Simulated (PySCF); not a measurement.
# C₆ coefficients of unlike pairs at PBE

Calculated with PySCF 2.14 from the dipole response of each species, C₆(A,B) = (3/π) ∫ α_A(iu) α_B(iu) du, in atomic units, from isotropic polarisabilities. For ions this is the dispersion term alone; charge-induced terms of lower order in 1/R come first.

```csv
species,configuration,basis,relativity,α (bohr³),C₆ (like pair)
Zn,[Ar] 3d10 4s2 (1S),"aug-cc-pVTZ-PP with one added diffuse shell each of s, p, d, f, g type with ECP10MDF (7s7p6d4f3g)",core potential,38.62,281.6
Cu+,[Ar] 3d10 (1S),aug-cc-pwCVTZ-PP with ECP10MDF (8s8p7d4f3g),core potential,7.087,21.45
O(3+),[He] 2s2 2p1 (2P),"x2c-QZVPPall with one added diffuse shell each of s, p, d, f type (8s5p4d3f1g)",spin-free X2C,1.343,1.251
Be(2+),1s2 (1S),aug-cc-pVTZ-DK (5s4p3d2f),spin-free X2C,0.04309,0.006355
```

(1) Estimate C₆ for Cu+ with Zn.

No spin-orbit coupling is included.

The other pairs:

| pair | C₆ |
| --- | --- |
| O(3+), Zn | 16.04 |
| O(3+), Cu+ | 5.128 |
| Be(2+), Zn | 0.7065 |
| Be(2+), O(3+) | 0.07282 |
| Be(2+), Cu+ | 0.2954 |

## Answers

(1) The integral gives 70.66. The combination rule 2 C_A C_B / (C_A α_B/α_A + C_B α_A/α_B) gives 71.66 and the geometric mean 77.72.
